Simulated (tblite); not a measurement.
Species: C5H15OPSi2.
SMILES with atom numbers: `[PH2:1][SiH2:2][SiH2:3][O:4][CH:5]1[CH2:6][CH2:7][CH2:8][CH2:9]1` (hydrogens: H10, H11 on P1; H12, H13 on Si2; H14, H15 on Si3; H16 on C5; H17, H18 on C6; H19, H20 on C7; H21, H22 on C8; H23, H24 on C9)

Computed with GFN2-xTB (tblite), gas phase: L-BFGS steps from a force-field or distance-geometry start until the largest atomic force falls under 0.01 eV/Å.

Step 22: E = -774.2175 eV
```
atom  x, y, z in Å  |  force x, y, z in eV/Å
P1      5.2865    0.1435    0.4559   -0.038  -0.047  -0.035
Si2     3.3750   -0.7257   -0.3401    0.043   0.077   0.001
Si3     1.6714    0.3781    0.7682   -0.069  -0.014  -0.054
O4      0.4041    0.3201   -0.2410    0.027  -0.052  -0.051
C5     -0.9257    0.1096    0.1279    0.017  -0.056   0.001
C6     -1.8767    1.2910   -0.0600    0.044   0.003   0.005
C7     -3.2218    0.5937    0.1161    0.007   0.019   0.033
C8     -3.0711   -0.6834   -0.7195   -0.107   0.019  -0.071
C9     -1.5659   -0.9942   -0.7243   -0.077  -0.064   0.059
H10     5.2084    1.3118   -0.2783    0.013  -0.038   0.006
H11     6.0516   -0.4812   -0.5041    0.075   0.052   0.024
H12     3.4988   -2.1583    0.0147   -0.042   0.100  -0.037
H13     3.4764   -0.7214   -1.8171   -0.124   0.015   0.102
H14     1.3177   -0.3424    2.0076    0.051  -0.013   0.008
H15     1.7942    1.7762    1.1997    0.174   0.072   0.005
H16    -0.9428   -0.1722    1.1881   -0.095  -0.061  -0.016
H17    -1.7001    2.0974    0.6488    0.002  -0.034   0.052
H18    -1.7761    1.6839   -1.0711    0.020   0.013  -0.030
H19    -3.3524    0.3289    1.1648   -0.016   0.032   0.083
H20    -4.0715    1.2030   -0.1840    0.023   0.018  -0.091
H21    -3.4358   -0.5044   -1.7269    0.034   0.024  -0.168
H22    -3.6568   -1.5067   -0.3155    0.009  -0.011   0.099
H23    -1.3540   -1.9738   -0.3037    0.059  -0.081  -0.037
H24    -1.1453   -0.9537   -1.7318   -0.030   0.026   0.111
```

Step 23: E = -774.2244 eV
```
atom  x, y, z in Å  |  force x, y, z in eV/Å
P1      5.2835    0.1441    0.4558    0.012  -0.035  -0.084
Si2     3.3721   -0.7232   -0.3400    0.071   0.036   0.017
Si3     1.6701    0.3725    0.7687   -0.005   0.137  -0.059
O4      0.4002    0.3076   -0.2328    0.069  -0.034  -0.107
C5     -0.9287    0.1016    0.1351    0.031  -0.026   0.014
C6     -1.8726    1.2871   -0.0517   -0.023   0.035   0.003
C7     -3.2252    0.5992    0.1068   -0.006  -0.007   0.046
C8     -3.0713   -0.6854   -0.7199   -0.158   0.058  -0.057
C9     -1.5673   -0.9949   -0.7224   -0.112  -0.091   0.047
H10     5.2084    1.3109   -0.2831    0.001  -0.046   0.032
H11     6.0512   -0.4778   -0.5071    0.046   0.053   0.065
H12     3.4938   -2.1586    0.0066   -0.037   0.107  -0.036
H13     3.4819   -0.7102   -1.8124   -0.130   0.010   0.037
H14     1.3360   -0.3351    2.0138    0.012  -0.054   0.083
H15     1.7993    1.7792    1.1840    0.158   0.008  -0.005
H16    -0.9430   -0.1832    1.1929   -0.130  -0.071   0.035
H17    -1.7012    2.0894    0.6629    0.016  -0.036   0.058
H18    -1.7643    1.6871   -1.0588    0.041   0.013  -0.048
H19    -3.3755    0.3398    1.1547   -0.008   0.040   0.074
H20    -4.0666    1.2145   -0.2093    0.062  -0.014  -0.080
H21    -3.4372   -0.5123   -1.7282    0.032  -0.001  -0.159
H22    -3.6542   -1.5069   -0.3066    0.007   0.013   0.073
H23    -1.3569   -1.9756   -0.3074    0.067  -0.129  -0.019
H24    -1.1441   -0.9499   -1.7273   -0.018   0.033   0.071
```

**Question.** Estimate the geometry and energy of step 24. (The exact step hangs on the optimiser's Hessian estimate; all steps are aligned on step 23, rigid shifts and turns removed.)

**Answer.** E = -774.2333 eV, largest force 0.279 eV/Å
```
atom  x, y, z in Å  |  force x, y, z in eV/Å
P1      5.2798    0.1441    0.4548    0.079  -0.009  -0.104
Si2     3.3693   -0.7187   -0.3394    0.075  -0.009   0.034
Si3     1.6684    0.3679    0.7682    0.072   0.267  -0.034
O4      0.3959    0.2904   -0.2244    0.086  -0.017  -0.136
C5     -0.9324    0.0907    0.1444    0.025   0.007   0.023
C6     -1.8676    1.2824   -0.0414   -0.091   0.052  -0.002
C7     -3.2296    0.6062    0.0958   -0.019  -0.031   0.042
C8     -3.0741   -0.6871   -0.7213   -0.161   0.077  -0.024
C9     -1.5711   -0.9974   -0.7191   -0.119  -0.102   0.026
H10     5.2087    1.3085   -0.2887   -0.016  -0.037   0.056
H11     6.0522   -0.4720   -0.5099    0.024   0.034   0.093
H12     3.4864   -2.1563   -0.0045   -0.026   0.092  -0.027
H13     3.4851   -0.6957   -1.8052   -0.131   0.007  -0.064
H14     1.3596   -0.3268    2.0226   -0.025  -0.073   0.132
H15     1.8101    1.7832    1.1641    0.125  -0.055  -0.012
H16    -0.9459   -0.1987    1.1996   -0.147  -0.069   0.078
H17    -1.7022    2.0784    0.6818    0.031  -0.041   0.053
H18    -1.7488    1.6914   -1.0439    0.060   0.004  -0.042
H19    -3.4048    0.3547    1.1430    0.003   0.052   0.031
H20    -4.0591    1.2288   -0.2426    0.102  -0.047  -0.051
H21    -3.4381   -0.5223   -1.7329    0.024  -0.035  -0.103
H22    -3.6513   -1.5067   -0.2939   -0.012   0.051   0.020
H23    -1.3593   -1.9806   -0.3127    0.051  -0.156  -0.003
H24    -1.1431   -0.9446   -1.7201   -0.010   0.035   0.015
```

The energy changes by -0.0089 eV. The first-order estimate −F·Δx gives -0.0120 eV and the mean of the old and new forces, exact on a quadratic surface, -0.0089 eV. The step makes an angle of 75° with the force vector and moves no atom by more than 0.037 Å.

What follows is the cost of the whole relaxation. The run took 2.9 s of wall time on an Arm Neoverse N1 with one thread, shared host with 64 logical CPUs at a one-minute load of 60.
